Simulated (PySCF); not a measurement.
Electron correlation in I⁺ (iodine, charge +1)

[Kr] 4d10 5s2 5p4, high-spin 3P determinant. Calculation: PySCF 2.14, in cc-pVDZ-PP with ECP28MDF; scalar relativity through the core potential. Frozen: 4s2 4p6 4d10; 6 electrons correlated.

MP2 pair energies summed by pair of shells (mhartree):

| pair | energy | share (%) |
| --- | --- | --- |
| 5p-5p | -29.35 | 48.9 |
| 5s-5p | -26.23 | 43.7 |
| 5s-5s | -4.48 | 7.5 |

Total MP2 correlation energy: -60.05 mhartree.

Same-spin part -15.05 and opposite-spin part -45.00 mhartree; SCS-MP2 scales them by 1/3 and 6/5 to -59.02 mhartree.

```tsv
level	correlation energy (mhartree)
CCSD	-73.48
(T)	-0.68
CCSD(T)	-74.16
```

Diagnostics: T1 = 0.0064, D1 = 0.0202, largest double amplitude 0.055.

**Question.** Is a single reference adequate?

**Answer.** Yes, within this model without spin-orbit coupling: T1 lies below 0.03 and no double amplitude reaches 0.07.
